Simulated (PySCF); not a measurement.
Calculation: r2SCAN-D4/def2-TZVP in PySCF. All species are isolated molecules in the gas phase. Excitations are Tamm–Dancoff values on a coarser integration grid. The basis has no diffuse functions, so Rydberg states are missing or too high.

Reference species (SMILES): `Br[SiH](Br)Br` (neutral, multiplicity 1).

The S1 excitation (TDA) is 6.08 eV and the dipole moment is 0.62 D.

Changed species: `[SiH2](Br)Br` (2 of 4 Br replaced by H; the reference has 1 of 4 Br replaced by H).

Q: Predict the effect on the S1 excitation (TDA) and dipole moment.

A: the S1 excitation (TDA) rises by 0.47 eV, to 6.55 eV; the dipole moment rises by 0.42 D, to 1.04 D.
